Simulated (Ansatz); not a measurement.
CH3Si (SMILES C[Si]) moved off its minimum; all values from Ansatz (a first-principles code), cores frozen in correlated methods. Open shells are unrestricted.
(charge 0, multiplicity 2)
```xyz
5

C     -1.09220     0.07213     0.05948
Si     0.77476    -0.04970    -0.00876
H     -1.38964    -0.56313    -0.83000
H     -1.54194     1.06946    -0.09516
H     -1.57331    -0.38765     0.90770
```

### Question
Give the forces (eV/Å), the total energy and the dipole at MP2/aug-cc-pV(T+d)Z.

### Answer

```csv
atom,Fx,Fy,Fz
C1,-0.733,0.151,-0.890
Si2,0.353,-0.012,-0.020
H3,0.231,0.519,0.594
H4,0.265,-0.407,-0.063
H5,-0.116,-0.252,0.379
```
Energy -328.7622 hartree, dipole 1.27 D.
